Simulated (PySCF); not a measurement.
Al (aluminium, neutral) across methods

[Ne] 3s1 3p1 4s1, high-spin 4P determinant (an excited configuration). Calculation: PySCF 2.14, in aug-cc-pV(Q+d)Z (7s6p5d3f2g, 89 functions); the non-relativistic Hamiltonian (point nucleus).

```
method  E (hartree)  mean ε 3s α (eV)  mean ε 3p α (eV)  mean ε 4s α (eV)  Σ⟨r²⟩ (bohr²)   ⟨S²⟩
  PBE0    -241.9824           -13.301            -7.453            -2.133          75.00  3.750
revPBE    -242.0474           -11.999            -6.481            -1.828          74.83  3.750
r2SCAN    -242.0683           -12.364            -6.721            -1.792          75.23  3.750
   LDA    -241.0393           -12.122            -6.361            -1.858          73.05  3.750
   PBE    -241.9590           -12.033            -6.457            -1.830          74.20  3.750
  BLYP    -242.0977           -11.843            -6.198            -1.622          74.29  3.750
 B97-3    -242.0598           -13.276            -7.393            -2.103          75.19  3.750
   UHF   -241.64661           -16.664           -10.113            -2.776          77.26  3.750
```

Problem. Estimate the same row for TPSS.

Solution. E (hartree) = -242.1095; mean ε 3s α (eV) = -12.090; mean ε 3p α (eV) = -6.558; mean ε 4s α (eV) = -1.780; Σ⟨r²⟩ (bohr²) = 75.10; ⟨S²⟩ = 3.750.

The outer electron is Rydberg-like, and this basis confines it to a smaller radius and binds it less than a complete one would.
